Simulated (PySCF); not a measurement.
N-methyl-N-silylmethanamine (C₂H₉NSi), SMILES CN(C)[SiH3].

Geometry: B3LYP-D3(BJ)/def2-SVP.

Two levels are set side by side: PBE/def2-TZVP (PySCF) and PBE0/def2-TZVP (PySCF). Same geometry, gas phase. Differences are taken from unrounded values.

```
quantity                      PBE0    PBE  PBE minus PBE0
---------------------------  -----  -----  --------------
orbital gap (eV)              6.89   4.75           -2.14
highest occupied level (eV)  -6.36  -5.06            1.30
lowest empty level (eV)       0.53  -0.31           -0.84
dipole moment (D)             0.95   0.96            0.01
mean polarisability (bohr³)   61.1   63.5             2.5
```

Without exact exchange PBE keeps part of each electron's self-repulsion, which lifts occupied levels and narrows the gap. PBE's more diffuse valence density responds more strongly to a field. Differences between two approximate levels are no errors against the true value.

Rough cost on one machine, each run with all the roots and properties that it gave: PBE0 against PBE within a factor of 2.
